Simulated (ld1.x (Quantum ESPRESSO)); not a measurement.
# Which change was made? (Mo, TM)

- Element: Mo
- Generator: ld1.x (Quantum ESPRESSO) 7.5
- Type: norm-conserving Troullier–Martins (Kleinman–Bylander form)
- Functional: LDA (PZ)
- Relativity: scalar-relativistic
- Frozen core: [Ar] 3d10
- Valence charge: 14
- Reference configuration: 4s2 4p6 4d4 5s0 5p0 (charge +2)
- Partial waves: 4p (bound): rc 1.15 bohr; 4d (bound): rc 2.10 bohr; 4s (bound): rc 1.70 bohr
- Local potential: the s channel
- Core correction: none

Cutoffs, loose and tight: the cutoffs (Ry, on a coarse ladder) from which the occupation-weighted sum of valence levels, in a spherical-Bessel basis at the reference potential, stays within 10 and 1 mRy of its value at 400 Ry. They do not see the model core or the augmentation charge, which bear on the density cutoff. Test errors are all-electron minus pseudo excitation energies from the reference, over the configurations 4s2 4p6 4d5 5s1 5p0; 4s2 4p6 4d5 5s0 5p0; 4s2 4p6 4d3 5s0 5p0; 4s1 4p6 4d5 5s1 5p0; 4s2 4p6 4d4 5s2 5p0; 4s2 4p6 4d2 5s0 5p0; 4s2 4p6 4d5 5s0 5p1 (two spin-polarised tests are not counted in the largest error); variants that change the core or the reference have their own tests. The largest error is taken over the tests solved by every variant that gives reliable tests at all, those not shown here included: 4s1 4p6 4d5 5s1 5p0; 4s2 4p6 4d3 5s0 5p0; 4s2 4p6 4d4 5s2 5p0; 4s2 4p6 4d5 5s0 5p0; 4s2 4p6 4d5 5s0 5p1; 4s2 4p6 4d5 5s1 5p0.

The base gives: outcome: generated; cutoff, loose: 90 Ry; cutoff, tight: 140 Ry; bound ghosts: none; largest test error (meV): +2028.

**Question.** After one change the result is: outcome: generated, misses its reference levels by 0.88 eV; cutoff, loose: 90 Ry; cutoff, tight: 140 Ry; bound ghosts: none; largest test error (meV): -2249. Which change was it?
A. core [Kr], valence charge 6; reference 4d5 5s0 5p1; waves now 5s (bound): rc 1.20 bohr; 5p (bound): rc 2.75 bohr; 4d (bound): rc 1.65 bohr; local potential all-electron potential smoothed inside 1.60 bohr (lloc = -1); core correction a·sin(br)/r model core inside 0.60 bohr
B. reference 4s2 4p6 4d5 5s1 5p0
C. all radii scaled by about 0.74 (s 1.26, p 0.86, d 1.56 bohr)

**Answer.** B. The others give: core [Kr], valence charge 6; reference 4d5 5s0 5p1; waves now 5s (bound): rc 1.20 bohr; 5p (bound): rc 2.75 bohr; 4d (bound): rc 1.65 bohr; local potential all-electron potential smoothed inside 1.60 bohr (lloc = -1); core correction a·sin(br)/r model core inside 0.60 bohr → outcome: generated; cutoff, loose: 40 Ry; cutoff, tight: 50 Ry; bound ghosts: s, p; largest test error (meV): -1293 over the solved tests; 4 of 9 tests not solved or not reliable | all radii scaled by about 0.74 (s 1.26, p 0.86, d 1.56 bohr) → outcome: generated; cutoff, loose: 260 Ry; cutoff, tight: over 300 Ry; bound ghosts: none; largest test error (meV): +258.
